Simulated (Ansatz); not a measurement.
```yaml
crystal:
  periodic: [false, false, false]
  atoms:
    - {symbol: C, position_ang: [3.339912, -0.726179, -0.635649]}
    - {symbol: C, position_ang: [2.354245, 0.137856, 0.389273]}
    - {symbol: Ga, position_ang: [1.291511, -1.068739, 1.273572]}
    - {symbol: Cl, position_ang: [1.872487, -2.587781, 2.758980]}
    - {symbol: Br, position_ang: [-0.156310, 0.469330, 2.874311]}
    - {symbol: Ga, position_ang: [-2.035242, 0.016629, 1.112049]}
    - {symbol: Cl, position_ang: [-3.612005, -1.115667, 1.976030]}
    - {symbol: C, position_ang: [-2.028539, 1.276825, -0.235138]}
    - {symbol: C, position_ang: [-2.874852, 0.807618, -1.522266]}
    - {symbol: Br, position_ang: [-0.388044, -1.916912, 0.028844]}
    - {symbol: H, position_ang: [2.417388, -1.216304, -1.216931]}
    - {symbol: H, position_ang: [3.793450, -0.069263, -1.255952]}
    - {symbol: H, position_ang: [3.959491, -1.407484, -0.248096]}
    - {symbol: H, position_ang: [1.788731, 0.887119, -0.076008]}
    - {symbol: H, position_ang: [3.166716, 0.670266, 0.988973]}
    - {symbol: H, position_ang: [-1.070873, 1.649874, -0.548234]}
    - {symbol: H, position_ang: [-2.649064, 2.127620, 0.181800]}
    - {symbol: H, position_ang: [-4.012975, 0.524271, -1.329262]}
    - {symbol: H, position_ang: [-2.227599, -0.121959, -2.088993]}
    - {symbol: H, position_ang: [-2.976485, 1.676767, -2.362258]}
basis:
  gaussian: {orbitals: def2-SVP, final_grid: {core_spheres: 1, valence_spheres: 1, degree: 3}}
hamiltonian: {xc: {name: PBE}}
accuracy: high
```

```sh
$ ansatz run in.yaml --threads 11 --pin off --events-out ev --progress --plain --max-ram 120832MiB --backend cpu
```

It prints (some lines left out):

```
Functional definition: PBE
5903 factors; integrals over basis functions are off by at most 1.3e-7 eV
mean field evaluation 1: about -274095.0371 eV, gradient 9.5e1 eV
mean field evaluation 2: about -274019.9390 eV, gradient 1.8e2 eV
mean field evaluation 4: about -274115.1265 eV, gradient 1.4e1 eV
mean field evaluation 8: about -274115.5658 eV, gradient 3.1e-1 eV
mean field evaluation 32: about -274422.3816 eV, gradient 2.5e0 eV
mean field -274422.39428713 eV, -10084.8369798725 hartree, gradient 4.5e-8 eV, S^2 0.000000; 9 other end points of the search recorded, 0 dependent functions left out
reference -274422.39432756 eV, -10084.8369813583 hartree; 100, 100 occupied and 170, 170 virtual orbitals, 5903 factors
Total energy: -274422.39432756 eV, -10084.8369813583 hartree
```

(1) What is wrong with this run?

Answers

(1) The integration grid is far too coarse. The run converged. The result belongs to that input, not to the molecule as meant.
